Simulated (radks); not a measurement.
Results of a calculation; reference values are marked as such.
The krypton ion Kr25+, 11 electrons, occupied as [Ne] 3s1.

Level of theory: scalar-relativistic Kohn-Sham, BLYP, spin-polarised, spherical densities, finite nucleus; open shells are filled with parallel spins first; Fermi nuclear charge, rms radius 4.1884 fm (a radial shooting solver on a logarithmic mesh with Libxc functionals).

Energy parts (eV):
| part | energy |
|---|---|
| total | -64524.228 |
| kinetic | 66235.551 |
| electron-nucleus | -139316.347 |
| Hartree | 10214.629 |
| exchange-correlation | -1658.061 |

Orbitals (lengths in bohr, moments of r in powers of bohr; <r^-3> diverges for s and p1/2):
| orbital | occ. | eigenvalue (eV) | <r^-3> | <r^2> |
|---|---|---|---|---|
| 1s up | 1 | -15372.61 | - | 0.002315 |
| 1s down | 1 | -15371.10 | - | 0.002315 |
| 2s up | 1 | -3010.644 | - | 0.03819 |
| 2s down | 1 | -3008.813 | - | 0.03814 |
| 2p up | 3 | -2807.490 | 1550 | 0.02989 |
| 2p down | 3 | -2805.834 | 1551 | 0.02985 |
| 3s up | 1 | -1186.858 | - | 0.2217 |
| 3s down | 0 | -1176.650 | - | 0.2226 |

The highest occupied level is 3s up at -1186.9 eV. For comparison, the ionisation energy in NIST's Atomic Spectra Database is 1205.2 eV (semi-empirical). In exact Kohn-Sham theory the highest level is minus the ionisation energy, but local and semilocal functionals leave it too shallow, through self-interaction and a potential that decays too fast; potentials with the right tail come closer. The electron density at the nucleus is 5.01e+04 e/bohr^3 (large components only). The density falls to 0.001 e/bohr^3 at r = 1.03 bohr. Summed over all electrons, <r^2> = 0.4819 bohr^2, which gives a Langevin (diamagnetic) susceptibility term of -0.382 x 10^-6 cm^3/mol.
